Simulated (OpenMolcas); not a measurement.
W⁺: effect of correlating more closed shells

| Item | Value |
| --- | --- |
| Program | OpenMolcas 26.06 |
| Basis | ANO-RCC-VTZP [8s7p5d3f2g1h] |
| Scalar Hamiltonian | DKH2, point nucleus |
| Active space | 5 electrons in 6 orbitals (5d 6s) |
| State averaging | 2S+1 = 6 even, 6 roots; 2S+1 = 4 even, 81 roots kept (CI in the orbitals of an earlier block); 2S+1 = 2 even, 125 roots kept (CI in the orbitals of an earlier block, 113 in the spin-orbit step) |
| Spin-orbit coupling | RASSI with atomic mean-field integrals over the reference wave functions, term energies averaged over their components |

Methods on the same reference wave functions:
A. CASSCF
B. MS-CASPT2, IPEA 0.25 Eh, imaginary shift 0.1 Eh (closed shells correlated: none)
C. MS-CASPT2, IPEA 0.25 Eh, imaginary shift 0.1 Eh (closed shells correlated: 5s 5p)

Energies in cm-1 above 5d4 6s 6D 1/2, the measured ground level; measured values from NIST Handbook of Basic Atomic Spectroscopic Data.

```csv
Level,A,B,C,Measured
5d4 6s 6D 1/2,0.0,0.0,0.0,0.0
5d4 6s 6D 3/2,1295,1576,1562,1519
5d4 6s 6D 5/2,2872,3300,3280,3172
5d4 6s 6D 7/2,4471,4850,4800,4716
5d4 6s 6D 9/2,6079,6250,6150,6147
5d5 6S 5/2,8405,7160,7950,7420
5d4 6s 4P 1/2(1) [61 %],12332,9670,9700,
5d4 6s 4P 3/2(1) [52 %],14083,11110,11050,
5d4 6s 4F 3/2(1) [66 %],16281,12790,12300,
5d4 6s 4D 1/2(1) [67 %],18075,13920,14250,
5d4 6s 4D 3/2(1) [70 %],19787,15860,16120,
5d4 6s 4H 7/2 [50 %],19877,17490,17250,
5d4 6s 4H 11/2 [53 %],21197,19390,19340,
5d4 6s 4H 13/2,23233,21610,21490,
5d4 6s 4G 9/2 [52 %],23742,21390,21240,
5d4 6s 4G 11/2 [50 %],24931,22880,22870,
5d4 6s 2F 5/2(1) [62 %],25509,21550,21630,
5d4 6s 2D 5/2(1) [53 %],26154,22250,22010,
5d4 6s 4D 3/2(2) [54 %],28835,24500,24730,
5d4 6s 4F 5/2(2) [71 %],29262,23290,23020,
5d4 6s 4D 5/2(2) [74 %],29951,25940,26130,
5d4 6s 2H 11/2(1) [64 %],30599,26340,26150,
5d5 4G 5/2 [52 %],32922,28210,28580,
5d4 6s 2I 13/2,34156,31320,31180,
```

Deviations, from unrounded energies. A percentage is the sum of absolute deviations over the sum of measured energies, with the sign that they share, or ± where signs differ.

| Against measurement | Levels | A | B | C |
| --- | --- | --- | --- | --- |
| mean absolute deviation (cm-1) | 5 | 360 | 140 | 150 |
| fine structure of the ground term (%) | 4 | -5.4 | +2.7 | +1.5 |
| other configurations (%) | 1 | +13.3 | -3.5 | +7.1 |

B lies closest to measurement on these levels and A furthest from it. The largest miss of B in the table is 5d5 6S 5/2, by -260 cm-1. The ranking rests on the paired levels alone, and a cruder setting can come out closer through cancelling errors.

Between B and C the level of the table that moves most is 5d5 6S 5/2, by 790 cm-1 (lowest in B, highest in C). Moves below CASPT2's spread within the term are not significant.

The mean deviations of B to C differ by less than CASPT2's widest spread within a term (590 cm-1), so their order carries little weight.

From A to B the spin-free energies of the other terms of 5d4 6s shown, above 6D, scale by factors of 0.71 to 0.88.

The lowest spin-free term lies below A's lowest term by 0.049 hartree in B, 0.306 hartree in C.

What an inner shell adds also hangs on whether the basis holds functions to correlate it.

CASPT2 does not keep the components of a term degenerate, so their means are used; among the terms shown or strongly mixed into the levels shown the widest spread is 590 cm-1 (5d4 6s 2H(1), C). Some high roots are left out of the spin-orbit mixing, which shifts the levels that they would mix with. Terms from blocks run as CI alone lack orbitals of their own. Configurations are named by rounded mean occupations; where the s occupation lies near a half they are strongly mixed, a name can repeat and a true partner stay unpaired. A single d shell beside an s shell can misplace configurations of different d count against each other. Without dynamic correlation excited terms often stand tens of per cent too high (terms of higher spin than the ground term too low), and those without a measured partner can miss by more than the paired ones (holds for A). Blocks of more than 70 roots (2S+1 = 4 even, 2 even) ran without multistate coupling (holds for B; C). The CASPT2 spread within a term exceeds the gap to the next term for 5d4 6s 4F(2) and 5d4 6s 2P, 5d4 6s 4D(2) and 5d4 6s 2G(1), 5d4 6s 2D(2) and 5d4 6s 2I, so the order of their levels is uncertain, and so are names and mixing where such terms share a J (holds for B). Computed and measured levels are paired by configuration, term and J; levels that our copy of the source lacks, or whose pairing is in doubt (as where it misses far off the trend of its configuration), stay unpaired and out of the deviations. Levels of configurations outside the active space are missing. The table leaves out levels that lie high or whose names do not pair safely across all columns.

A share in square brackets marks a mixed level and gives the weight of the term that names it, the lowest over the columns. A number in round brackets counts repeated terms of one configuration in the order of the reference energies.
